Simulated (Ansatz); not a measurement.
Cost and result up the ladder for the cluster Nb3O5 (8 atoms). Total charge 0; doublet. Geometry: PBE0-D4/def2-SVP.

```
atom    x (Å)    y (Å)    z (Å)
 Nb1  -0.0609  -1.3133  -0.9667
 Nb2  -0.7030   1.0292  -0.0911
 Nb3   1.7992  -0.4774   0.2708
  O4   0.8161  -1.9330   0.8426
  O5   1.9101  -0.9014  -1.5302
  O6   1.0680   1.2454   0.6805
  O7  -2.3357   0.5562   0.7511
  O8  -2.4938   1.7945   0.0430
```

Ansatz on 2 threads of AMD EPYC 7R13 on a shared host and a share (18 GiB) of an NVIDIA H100 80GB HBM3. Times are rough, and most runs start from the orbitals of an earlier one. No level here is sound enough to serve as a yardstick. Binding counts from free atoms at the same level (Nb sextet, O triplet; other spins of the atoms weren't run), without zero-point energy or a counterpoise term.

In the def2 sets Nb takes a core potential; there is no spin–orbit coupling. The structure holds 1 bond(s) between oxygen atoms. No other spin state of charge 0 was run. Another isomer (doublet) lies 4.71 eV lower at PBE0-D4/def2-TZVP; other spin states weren't run for this one.

Run but left out: BHLYP-D4/def2-TZVP, MP2/def2-TZVP (⟨S²⟩ 1.35 to 2.20, where a pure state has 0.75).

```tsv
level	functions	wall time	binding energy per atom (eV)	remarks
LDA (SPW92)/def2-TZVP	275	14 s	6.23	–
PBE0-D4/def2-TZVP	275	16 s	4.69	spin-contaminated (⟨S²⟩ 0.99)
PBE-D4/def2-TZVP (with forces)	275	16 s	5.29	–
r2SCAN-D4/def2-TZVP	275	20 s	4.88	spin-contaminated (⟨S²⟩ 0.91)
```
